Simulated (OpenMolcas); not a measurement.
## Cl III: Slater's ratio, worked from levels

```yaml
Program: OpenMolcas
Basis: ANO-RCC-VTZP [5s4p2d1f]
Scalar_Hamiltonian: DKH2, point nucleus
Active_space: 5 electrons in 4 orbitals (3s 3p)
State_averaging: 2S+1 = 4 odd, 1 root; 2S+1 = 2 odd, 11 roots; 2S+1 = 4 even, 3 roots; 2S+1 = 2 even, 9 roots
Spin-orbit_coupling: state interaction with AMFI integrals over the reference wave functions, term energies averaged over their components
```

Methods: CASSCF; MS-CASPT2, IPEA 0.25 Eh, imaginary shift 0.1 Eh (closed shells correlated: 2s 2p). Measured levels: Moore, Atomic Energy Levels, vol. I, NSRDS-NBS 35 (1971 reprint of NBS Circular 467, 1949).

**Slater's ratio.** With one set of orbitals, p3 has 2D* - 4S* = 9 F2 and 2P* - 2D* = 6 F2 (F2 = F²/25), a ratio of 2/3. Term energies are centres of gravity, weighted by 2J + 1.

```json
{"Source": "CASSCF", "2D* - 4S*": "22650", "2P* - 4S*": "31312", "F2 from the first": "2517", "Ratio": "0.382"}
{"Source": "MS-CASPT2", "2D* - 4S*": "18976", "2P* - 4S*": "30482", "F2 from the first": "2108", "Ratio": "0.606"}
{"Source": "measured", "2D* - 4S*": "18093", "2P* - 4S*": "29875", "F2 from the first": "2010", "Ratio": "0.651"}
```

Energies in cm-1. A ratio away from 2/3 shows effects beyond one configuration with one set of orbitals, and in heavier atoms second-order spin-orbit shifts. In CASSCF the valence s occupation is 1.95 in 2P* against 2.00 in 2D*: mixing out of s² acts most on 2P* and pulls it down.

CASPT2 does not keep the components of a term degenerate, so their means are used; among the terms shown or strongly mixed into the levels shown the widest spread is 710 cm-1 (3s2 3p3 2D*, MS-CASPT2). Over all roots computed the reference weight is 0.87 to 0.96 in MS-CASPT2; the roots of lowest weight are the least certain, and an intruder state may touch them. Computed and measured levels are paired by configuration, term and J; levels that our copy of the source lacks, or whose pairing is in doubt (as where it misses far off the trend of its configuration), stay unpaired and out of the deviations. Only configurations of the active space appear.

* marks odd parity.
